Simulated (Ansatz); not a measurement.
CH4FGeN can be A, `N=[C](F)[GeH3]`, or B, `[F][GeH]1[CH2][NH]1`.

Program: Ansatz. Geometries: PBE0-D4/def2-TZVP. ΔE: electronic, gas phase. CCSD(T)/CBS is the MP2 limit (def2-TZVPP, def2-QZVPP) plus CCSD(T) − MP2 in def2-TZVPP, frozen cores. Functionals use def2-TZVPP. B3LYP here is the variant with VWN-RPA as its local correlation; programs differ in this. For Ge outer-core shells are correlated without core-valence functions, which leaves a few kJ/mol of doubt a bond. Scalar relativity is left out up to krypton. One conformer a species, not always the lowest.

Q: Which is lower in electronic energy at CCSD(T)/CBS, and by how much? (An estimate is asked.)

A: The calculation gave: B, by 9.1 kcal/mol.

Q: Give E(B) − E(A) in kcal/mol with B3LYP-D4, B3LYP, PBE0-D4, r2SCAN-D4, CCSD/def2-TZVPP, MP2/def2-TZVPP, PBE-D4. (Best estimate.)

A: The calculation gave: B3LYP-D4 -3.9, B3LYP -3.9, PBE0-D4 -7.0, r2SCAN-D4 -6.4, CCSD/def2-TZVPP -6.7, MP2/def2-TZVPP -11.1, PBE-D4 -5.7. None reverses the order clearly.

Q: Does the order hold for the free energy at 298.15 K (harmonic terms from PBE0-D4)? (Best estimate.)

A: Computed: Yes: G(B) − G(A) = -5.1 kcal/mol, for one conformer each.

Largest T1 diagnostic: 0.013.

In def2-TZVPP, CCSD(T) changes the Hartree–Fock value by −5.8 kcal/mol (the triples alone add −0.2 kcal/mol) and MP2 by −10.0 kcal/mol. From PBE to PBE0 (25 % exact exchange), in def2-TZVPP and without D4, E(B) − E(A) moves by −1.3 kcal/mol.
